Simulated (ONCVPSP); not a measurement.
# strontium, ONCV: configuration errors across variants

| Quantity | Value |
| --- | --- |
| Element | Sr (Z = 38) |
| Generator | ONCVPSP 4.0.1 |
| Type | optimised norm-conserving Vanderbilt (ONCV) |
| Functional | PBEsol |
| Relativity | scalar-relativistic |
| Frozen core | [Ar] 3d10 |
| Valence charge | 10 |
| Reference configuration | 4s2 4p6 5s2 |
| Partial waves | 4s+5s: rc 2.60 bohr, ncon 3, nbas 6, qcut 4.5 1/bohr, 2 projectors; 4p: rc 2.25 bohr, ncon 5, nbas 9, qcut 6.6 1/bohr, 2 projectors, debl 3.3 Ha; d scattering state at 0.32 Ha: rc 2.55 bohr, ncon 5, nbas 8, qcut 4 1/bohr, 2 projectors, debl 0.3 Ha |
| Local potential | polynomial inside 2.05 bohr (lpopt 5, dvloc0 6 Ha) |
| Core correction | polynomial model core, fcfact 0.4 |

In the d channel the program set the typed energies aside and used 0.050, 0.350 Ha.

All-electron excitation energies from the reference (eV): (1) 4s2 4p6 5s1 5.896; (2) 4s2 4p6 5s0 16.791; (3) 4s2 4p6 5s1.5 2.346; (4) 4s2 4p6 4d0.5 5s1.5 1.149.

2 further variants failed, have other tests or another functional or relativity, and are left out.

Errors AE − PS in meV (a dash: test not solved or not reliable):

```tsv
change	(1)	(2)	(3)	(4)	bound ghosts	GHOST(+) flags above zero
base	-0.8	-5.6	-0.2	-1.9	none	none
all radii but the core radius scaled by about 1.21 (s 3.14, p 2.72, d 3.08 bohr); local potential polynomial inside 2.48 bohr (lpopt 5, dvloc0 6 Ha)	-1.0	-7.0	-0.2	-1.1	none	none
d: nbas 9	-0.8	-5.6	-0.2	-1.8	none	none
s: ncon 5, nbas 8	-0.8	-4.8	-0.2	-1.8	none	none
core correction polynomial model core, fcfact 0.74	-0.9	-5.6	-0.2	-1.9	none	none
local potential polynomial inside 2.05 bohr (lpopt 5, dvloc0 3 Ha)	-0.8	-5.5	-0.2	-1.9	none	none
d: rc 3.5	-0.8	-5.6	-0.2	+0.3	none	none
p: nproj 1	-0.9	-6.4	-0.2	-1.9	none	none
```

Problem. Give the same row for: d: rc 3.18.

Solution. -0.8, -5.6, -0.2, -0.7; bound ghosts: none; GHOST(+) flags above zero: none.
